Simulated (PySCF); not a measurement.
methyl 2-iodoprop-2-enoate (C4H5IO2), SMILES C=C(C(=O)OC)I.

Geometry optimised at B3LYP-D3(BJ)/def2-SVP. The def2 effective core potentials stand for the cores of I; spin–orbit coupling is left out. Other conformers were not sampled.

Two levels are set side by side: TDA-PBE/def2-SVPD (PySCF) and TDA-LC-ωPBE/def2-SVPD (PySCF). Vertical, same geometry. The lowest singlet is HOMO−1→LUMO 100 % with PBE and HOMO→LUMO+1 83 % with the other functional; states are paired by order. Differences are taken from unrounded values.

| quantity | TDA-LC-ωPBE |
|---|---|
| lowest singlet excitation (eV) | 4.90 |
| lowest triplet excitation (TDA) (eV) | 3.49 |

Task: What does TDA-PBE give, and how far is it from TDA-LC-ωPBE? (The exact figures need the calculation; the answer reports its results.)

Result: 
```
quantity                              TDA-PBE  TDA-PBE minus TDA-LC-ωPBE
------------------------------------  -------  -------------------------
lowest singlet excitation (eV)           3.56                      -1.35
lowest triplet excitation (TDA) (eV)     3.07                      -0.42
```

Functionals without exact exchange tend to place singlet excitations lower, as here. Differences between two approximate levels are no errors against the true value.

Rough cost on one machine, each run with all the roots and properties that it gave: TDA-LC-ωPBE against TDA-PBE about 3 times.
